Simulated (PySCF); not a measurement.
## Two-dimensional NMR puzzle

Compound of formula C3H9NO2Si2. Correlations simulated from computed shifts and the bond graph:

HSQC (one-bond C–H):
```
   δH     δC
12.47  255.5
 8.74  173.6
 8.64  173.6
 4.13   54.7
```

COSY cross peaks (H two or three bonds apart, from the bond graph; peaks can be absent where the dihedral angle is near 90°):
```
   δH    δH
12.47  4.99
 8.74  8.64
 5.43  5.11
 5.43  4.99
 5.11  4.99
```

HMBC (two and three bonds, from the bond graph):
```
  δH            δC
5.43  255.5, 173.6
5.11  255.5, 173.6
4.99   255.5, 54.7
```

PySCF 2.14.0 with density-fitted response routines calculation with GFN2-xTB structure and PBE0/pcSseg-1 with gauge-including orbitals; equivalent nuclei averaged, one conformer, no solvent, relativity neglected.

δ = σ(ref) − σ, references computed at the same level: TMS for ¹H and ¹³C.

Exchangeable hydrogens are left out of these lists.

Problem. Work out the connectivity.

Solution. `[SiH2](N=C)[Si@@H](C=O)OC`.

Mapped SMILES: `[CH2:1]=[N:2][SiH2:3][Si@@H:4]([CH:5]=[O:6])[O:7][CH3:8]` (H(Xn): hydrogen on atom n). Ha(C1) is cis to Si3; Ha(Si3) is pro-R; Hb(Si3) is pro-S; Hb(C1) is trans to Si3.

- δC 255.5 is C5, a carbonyl carbon (δH 12.47).
- δC 173.6 is C1, a C=N carbon (δH 8.64, 8.74).
- δC 54.7 is C8, a methyl carbon bonded to O (δH 4.13).
- COSY links 12.47–4.99, 8.74–8.64, 5.43–5.11, 5.43–4.99, 5.11–4.99.

This is the structure that produced the data.

Shifts are as computed. Against solution values, carbons near 30 ppm lie about +3 ppm off and those near 130 ppm about +5 ppm. Of 1211 compounds with measured shifts, 218 miss one by over three times the rms of a fit or turn the order of signals round; such compounds aren't used in these exercises.
